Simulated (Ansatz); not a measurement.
## Molecular dynamics of H6C2O

The input (input.yaml):

```yaml
accuracy: low
crystal:
  lattice:
    - [7.960219, 0.0, 0.0]
    - [0.0, 7.960219, 0.0]
    - [0.0, 0.0, 7.960219]
  atoms:
    - { symbol: C, position: [0.8842321, 0.00065478, 0.4551202] }
    - { symbol: C, position: [0.92638492, 0.00372672, 0.6404494] }
    - { symbol: O, position: [0.86434658, 0.15831591, 0.71129347] }
    - { symbol: H, position: [0.89567244, 0.15762714, 0.83272873] }
    - { symbol: H, position: [0.86914466, -0.10478238, 0.70654992] }
    - { symbol: H, position: [1.06408837, -0.00419319, 0.65762985] }
    - { symbol: H, position: [0.93824939, -0.11068226, 0.39299242] }
    - { symbol: H, position: [0.74728145, -0.00059707, 0.43524846] }
    - { symbol: H, position: [0.93792526, 0.11249931, 0.39361557] }
    - { symbol: C, position: [0.55406569, 0.56475174, 0.10453354] }
    - { symbol: C, position: [0.71783914, 0.50293084, 0.18133465] }
    - { symbol: O, position: [0.71267747, 0.32262755, 0.2089235] }
    - { symbol: H, position: [0.71059231, 0.30310337, 0.32927027] }
    - { symbol: H, position: [0.82382127, 0.52788949, 0.0958659] }
    - { symbol: H, position: [0.74466103, 0.56675865, 0.30096896] }
    - { symbol: H, position: [0.56455959, 0.69932391, 0.07403346] }
    - { symbol: H, position: [0.52618077, 0.49576228, -0.01187191] }
    - { symbol: H, position: [0.44820502, 0.54797343, 0.19177745] }
    - { symbol: C, position: [0.25340217, 0.13689493, -0.03089618] }
    - { symbol: C, position: [0.12271945, 0.21217571, 0.08554348] }
    - { symbol: O, position: [-0.04111386, 0.15460305, 0.03655942] }
    - { symbol: H, position: [-0.12777463, 0.21271329, 0.10531523] }
    - { symbol: H, position: [0.1475407, 0.17480782, 0.21668254] }
    - { symbol: H, position: [0.12813792, 0.35071422, 0.08065969] }
    - { symbol: H, position: [0.3799098, 0.17420763, 0.00965788] }
    - { symbol: H, position: [0.24643214, -0.00108264, -0.02875122] }
    - { symbol: H, position: [0.23524714, 0.1799372, -0.16085633] }
    - { symbol: C, position: [0.27538665, 0.61310007, 0.56631737] }
    - { symbol: C, position: [0.12916914, 0.5264455, 0.65478887] }
    - { symbol: O, position: [0.09640269, 0.372195, 0.57043989] }
    - { symbol: H, position: [0.0036319, 0.31164302, 0.62754314] }
    - { symbol: H, position: [0.16165074, 0.50451307, 0.78892968] }
    - { symbol: H, position: [0.01725147, 0.60940444, 0.65324074] }
    - { symbol: H, position: [0.30402477, 0.73532958, 0.62497505] }
    - { symbol: H, position: [0.38817495, 0.53333297, 0.57223158] }
    - { symbol: H, position: [0.24463109, 0.63436311, 0.43286741] }
basis:
  ecutwfc: 420.0
kpoints:
  mp_grid: { grid: [1, 1, 1] }
hamiltonian:
  xc: pbe
  dispersion: d3bj
scf:
  occupations: { method: fermi_dirac, width: 0.02 }
  lower_state_search: "off"
md:
  timestep: 0.5
  n_steps: 300
  ensemble: nvt_langevin
  temperature: 700.0
  initial_velocities: maxwell_boltzmann
  seed: 337377
  friction: 0.02
```

Run as:

```bash
$ ansatz run input.yaml --threads 1 --pin off --max-ram 3072MiB --backend cpu --events-out ev --progress --plain --runs-dir out
```

It starts from a partly relaxed structure (largest force component 0.15 eV/Å).

Output, in part (step lines):

```
md step     0: t =     0.00 fs  T =   680.6 K  F+E_penalty+E_count = -4663.05005370 eV  E_kin = 3.166870 eV  (9 SCF iters)
md step     1: t =     0.50 fs  T =   631.7 K  F+E_penalty+E_count = -4662.96879703 eV  E_kin = 2.939583 eV  (8 SCF iters)
md step     2: t =     1.00 fs  T =   596.1 K  F+E_penalty+E_count = -4662.75787146 eV  E_kin = 2.773799 eV  (8 SCF iters)
md step     3: t =     1.50 fs  T =   555.1 K  F+E_penalty+E_count = -4662.46219649 eV  E_kin = 2.582865 eV  (8 SCF iters)
md step     4: t =     2.00 fs  T =   490.1 K  F+E_penalty+E_count = -4662.15335132 eV  E_kin = 2.280512 eV  (8 SCF iters)
md step     5: t =     2.50 fs  T =   436.8 K  F+E_penalty+E_count = -4661.90928252 eV  E_kin = 2.032404 eV  (6 SCF iters)
md step     6: t =     3.00 fs  T =   433.0 K  F+E_penalty+E_count = -4661.75552452 eV  E_kin = 2.014690 eV  (6 SCF iters)
md step     7: t =     3.50 fs  T =   411.5 K  F+E_penalty+E_count = -4661.68284604 eV  E_kin = 1.915019 eV  (6 SCF iters)
[... lines left out ...]
```

The steps, from the saved trajectory:

```json
{"time (fs)": "0.0", "T (K)": "681", "potential energy less start (eV)": "0.000"}
{"time (fs)": "5.0", "T (K)": "431", "potential energy less start (eV)": "1.388"}
{"time (fs)": "10.0", "T (K)": "381", "potential energy less start (eV)": "1.639"}
{"time (fs)": "15.0", "T (K)": "430", "potential energy less start (eV)": "1.637"}
{"time (fs)": "20.0", "T (K)": "459", "potential energy less start (eV)": "1.395"}
{"time (fs)": "25.0", "T (K)": "407", "potential energy less start (eV)": "1.800"}
{"time (fs)": "30.0", "T (K)": "376", "potential energy less start (eV)": "2.137"}
{"time (fs)": "35.0", "T (K)": "553", "potential energy less start (eV)": "1.561"}
{"time (fs)": "40.0", "T (K)": "560", "potential energy less start (eV)": "1.908"}
{"time (fs)": "45.0", "T (K)": "503", "potential energy less start (eV)": "2.000"}
{"time (fs)": "50.0", "T (K)": "506", "potential energy less start (eV)": "2.109"}
{"time (fs)": "55.0", "T (K)": "524", "potential energy less start (eV)": "2.500"}
{"time (fs)": "60.0", "T (K)": "568", "potential energy less start (eV)": "2.441"}
{"time (fs)": "65.0", "T (K)": "561", "potential energy less start (eV)": "2.425"}
{"time (fs)": "70.0", "T (K)": "590", "potential energy less start (eV)": "2.366"}
{"time (fs)": "75.0", "T (K)": "657", "potential energy less start (eV)": "2.109"}
{"time (fs)": "80.0", "T (K)": "497", "potential energy less start (eV)": "2.644"}
{"time (fs)": "85.0", "T (K)": "513", "potential energy less start (eV)": "2.757"}
{"time (fs)": "90.0", "T (K)": "615", "potential energy less start (eV)": "2.366"}
{"time (fs)": "95.0", "T (K)": "586", "potential energy less start (eV)": "2.580"}
{"time (fs)": "100.0", "T (K)": "551", "potential energy less start (eV)": "2.820"}
{"time (fs)": "105.0", "T (K)": "501", "potential energy less start (eV)": "3.205"}
{"time (fs)": "110.0", "T (K)": "684", "potential energy less start (eV)": "2.235"}
{"time (fs)": "115.0", "T (K)": "603", "potential energy less start (eV)": "2.383"}
{"time (fs)": "120.0", "T (K)": "624", "potential energy less start (eV)": "2.825"}
{"time (fs)": "125.0", "T (K)": "591", "potential energy less start (eV)": "2.915"}
{"time (fs)": "130.0", "T (K)": "628", "potential energy less start (eV)": "2.745"}
{"time (fs)": "135.0", "T (K)": "635", "potential energy less start (eV)": "2.998"}
{"time (fs)": "140.0", "T (K)": "640", "potential energy less start (eV)": "2.903"}
{"time (fs)": "145.0", "T (K)": "611", "potential energy less start (eV)": "3.139"}
{"time (fs)": "150.0", "T (K)": "592", "potential energy less start (eV)": "2.750"}
```

The run went to its last step. The mean temperature of the second half is 14 % below the set value. A run of 0.15 ps of so small a system gives no equilibrium averages. Limits of this set-up: coarse k mesh, low accuracy level.

Mean squared displacements from the first frame to the last, about the centre of mass: C 0.26 Å², O 0.14 Å², H 0.98 Å².

Last frame:

```xyz
36
Lattice="7.9602 0.0000 0.0000 0.0000 7.9602 0.0000 0.0000 0.0000 7.9602" Properties=species:S:1:pos:R:3
C 6.895 -0.195 3.224
C 7.275 -0.030 4.875
O 6.574 1.014 5.575
H 6.778 0.849 6.521
H 7.138 -1.013 5.269
H 8.346 0.135 4.943
H 7.447 -1.058 2.980
H 5.811 -0.205 3.209
H 7.205 0.769 2.810
C 4.117 4.305 1.078
C 5.118 3.836 2.154
O 6.099 2.869 1.772
H 6.603 2.804 2.553
H 5.640 4.716 2.518
H 4.564 3.360 2.988
H 3.572 5.373 1.294
H 4.365 4.245 0.012
H 3.246 3.555 1.109
C 2.003 1.114 -0.656
C 0.966 1.885 0.219
O -0.386 1.308 0.098
H -1.060 1.789 0.630
H 1.317 1.463 1.212
H 0.755 2.951 0.196
H 3.017 1.472 -0.764
H 2.034 0.096 -0.253
H 1.659 0.911 -1.678
C 1.787 5.224 4.639
C 1.367 3.950 5.397
O 0.786 2.995 4.587
H 0.256 2.338 5.083
H 2.116 3.624 6.187
H 0.563 4.208 6.191
H 2.913 5.509 4.811
H 1.783 5.065 3.556
H 1.127 6.057 4.817
```

Time of the run: 6.1 min on 1 thread of Intel(R) Xeon(R) 6975P-C (Granite Rapids), with other jobs on the host, peak memory 0.54 GiB.
